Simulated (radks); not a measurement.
Results of a calculation; reference values are marked as such.
Fractional charge and spin in the 5s shell of gadolinium: the spin-up occupation runs from 0 to 1 and the spin-down occupation from 0 to 1; the fullest corner is Gd3+, [Kr] 4d10 4f(up 3.5, down 3.5) 5p6 5s(up 1, down 1). Level of theory: scalar-relativistic Kohn-Sham, PBEsol, spin-polarised, spherical densities, finite nucleus; Fermi nuclear charge, rms radius of each element as measured or else 0.836 A^(1/3) + 0.57 fm (a radial shooting solver on a logarithmic mesh with Libxc functionals). Energy (eV) above the fullest corner. The planes named below are the two flat planes that join the four corners, with an edge along up + down = one added electron.

down \ up        0     0.25      0.5     0.75       1
0          180.031  154.079  129.094  105.070  81.998
0.25       154.079  129.158  105.195   82.184  60.115
0.5        129.094  105.195   82.245   60.236  39.160
0.75       105.070   82.184   60.236   39.219  19.124
1           81.998   60.115   39.160   19.124   0.000

Corners above the fullest one (they belong to Gd4+ and the next ion): (up 1, down 0) 81.998 eV, (up 0, down 1) 81.998 eV, (up 0, down 0) 180.03 eV. With half an added electron in each spin the energy lies 0.247 eV from the planes, and with half an added electron in spin up alone -1.921 eV. The planes are only a guide here: the flat-plane condition holds for ground states with one frontier orbital, while this shell lies below other occupied shells, so the corners above the fullest one are inner-hole states and not the ground states of those ions.
